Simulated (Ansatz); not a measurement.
`C#C[SiH2]C#N` + CH₃OH → `CO[SiH2]C#N` + acetylene at 400 K and 1 bar (ligand exchange at the Si–C bond).

Isolated molecules relaxed with PBE0-D4/def2-TZVP in Ansatz; ΔE leaves out vibrations. CBS: MP2 limit from def2 TZ/QZ plus the TZ coupled-cluster correction, frozen cores. This one scheme is used for every species. Each species was taken in one conformer, which may not be the lowest.

```json
{"species": "`C#C[SiH2]C#N`", "CCSD(T)/CBS energy (Eh)": "-459.67292", "H − E (kJ/mol)": "146.9", "S (J/(mol·K))": "355.7"}
{"species": "CH₃OH", "CCSD(T)/CBS energy (Eh)": "-115.61712", "H − E (kJ/mol)": "151.2", "S (J/(mol·K))": "252.6"}
{"species": "`CO[SiH2]C#N`", "CCSD(T)/CBS energy (Eh)": "-498.08666", "H − E (kJ/mol)": "211.3", "S (J/(mol·K))": "378.0"}
{"species": "`C#C`", "CCSD(T)/CBS energy (Eh)": "-77.22717", "H − E (kJ/mol)": "85.5", "S (J/(mol·K))": "213.8"}
```

H − E and S are ideal-gas, rigid-rotor, harmonic terms from PBE0-D4/def2-TZVP, for one conformer and one mirror image of each species. 1 Eh = 2625.50 kJ/mol, R = 8.31446 J/(mol·K).

By hand: ΔE, ΔH, ΔS and ΔG.

ΔE = (-498.08666) + (-77.22717) − (-459.67292) − (-115.61712) = -0.02379 Eh = -62.5 kJ/mol. Δ(H − E) = 211.3 + 85.5 − 146.9 − 151.2 = -1.3, so ΔH = -63.8 kJ/mol. ΔS = 378.0 + 213.8 − 355.7 − 252.6 = -16.5 J/(mol·K). ΔG = -63.8 − 400 × (-16.5)/1000 = -57.2 kJ/mol.

By hand: the equilibrium constant, and the temperature at which ΔG would vanish if ΔH and ΔS stayed fixed.

log₁₀ K = −ΔG/(RT ln 10) = 7.5. ΔG = 0 at ΔH/ΔS = 3867 K, far beyond where these terms or the molecules hold.

ΔH outweighs TΔS. A doubt of 5 kJ/mol in ΔE shifts log₁₀ K by 0.7 here. Other conformers and mirror images would add mixing entropy, several J/(mol·K) or more a flexible species. These are equilibria of isolated gas molecules and say nothing of rates. Largest T1 diagnostic: 0.014 (customary marks: 0.02 for closed shells, 0.045 for open ones).
